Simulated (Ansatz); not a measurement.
C12H10I2⁻, that is diphenyliodonium iodide with one electron more. Charge -1, multiplicity 2. Geometry PBE-D4/def2-SVP; atoms count from 1.

```csv
atom,x (Å),y (Å),z (Å)
I1,1.5198,1.4981,-2.8690
C2,-0.0940,4.5365,2.3372
C3,-0.6297,3.4904,3.1080
C4,-0.6751,2.1827,2.5860
C5,-0.1819,1.9432,1.2969
I6,-0.2527,-0.2253,0.4305
C7,-0.0953,-2.1943,-0.8174
C8,-0.5993,-3.3866,-0.2824
C9,-0.5006,-4.5736,-1.0349
C10,0.0991,-4.5524,-2.3057
C11,0.5981,-3.3446,-2.8247
C12,0.5013,-2.1546,-2.0788
C13,0.3534,2.9703,0.5175
C14,0.3958,4.2748,1.0451
H15,-0.0586,5.5595,2.7468
H16,-1.0152,3.6908,4.1231
H17,-1.0944,1.3595,3.1901
H18,-1.0687,-3.4010,0.7164
H19,-0.8950,-5.5192,-0.6240
H20,0.1765,-5.4820,-2.8934
H21,1.0690,-3.3236,-3.8218
H22,0.8897,-1.1962,-2.4821
H23,0.7403,2.7548,-0.5005
H24,0.8176,5.0926,0.4369
```

In the def2 sets I takes a core potential; there is no spin–orbit coupling. In the doublet geometry the species has come apart into loosely held pieces.

Problem. Estimate the Mulliken populations from the PBE0/def2-SVP orbitals of Ansatz.

Solution. 
```
atom  charge (e)  spin (α − β)
  I1       -0.69          0.22
  C2       -0.04         -0.02
  C3       -0.04          0.03
  C4       -0.03         -0.03
  C5       -0.21          0.39
  I6        0.24          0.03
  C7       -0.21          0.39
  C8       -0.03         -0.03
  C9       -0.04          0.03
 C10       -0.04         -0.02
 C11       -0.03          0.03
 C12        0.00         -0.03
 C13        0.00         -0.03
 C14       -0.03          0.03
 H15        0.00          0.00
 H16        0.00          0.00
 H17        0.01          0.01
 H18        0.01          0.01
 H19        0.00          0.00
 H20        0.00          0.00
 H21        0.01          0.00
 H22        0.05          0.00
 H23        0.05          0.00
 H24        0.01          0.00
```
Mulliken values depend strongly on the basis.

Problem. Where does the spin sit?

Solution. Summed by element: I 0.24, C 0.72, H 0.03, of 1 unpaired in all. Largest on single atoms: C7 0.39, C5 0.39, I1 0.22.

Problem. And the Mayer bond orders between heavy atoms (over 0.3)?

Solution. C2–C3 1.40 (1.41 Å); C2–C14 1.39 (1.41 Å); C3–C4 1.40 (1.41 Å); C4–C5 1.42 (1.40 Å); C5–I6 0.60 (2.34 Å); C5–C13 1.44 (1.40 Å); I6–C7 0.60 (2.34 Å); C7–C8 1.42 (1.40 Å); C7–C12 1.44 (1.40 Å); C8–C9 1.40 (1.41 Å); C9–C10 1.40 (1.41 Å); C10–C11 1.39 (1.41 Å); C11–C12 1.41 (1.41 Å); C13–C14 1.41 (1.41 Å).
